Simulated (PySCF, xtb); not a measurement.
CH6AlBO4, SMILES OB(O)[CH2][Al]([OH])[OH].

GFN2-xTB (xtb) at its own geometry gives an orbital gap of 4.39 eV and a dipole moment of 1.60 D.

Geometry: PBE0-D3(BJ)/def2-SVP. The structure was generated by enumeration; whether it is a known compound was not checked. One conformer was computed; it need not be the lowest.

**Question.** What does PBE/def2-TZVP run with PySCF give? (Estimate from the structure and the level; the computed values follow.)

**Answer.** gap 5.71 eV (levels -6.91 and -1.20 eV), dipole 1.94 D.
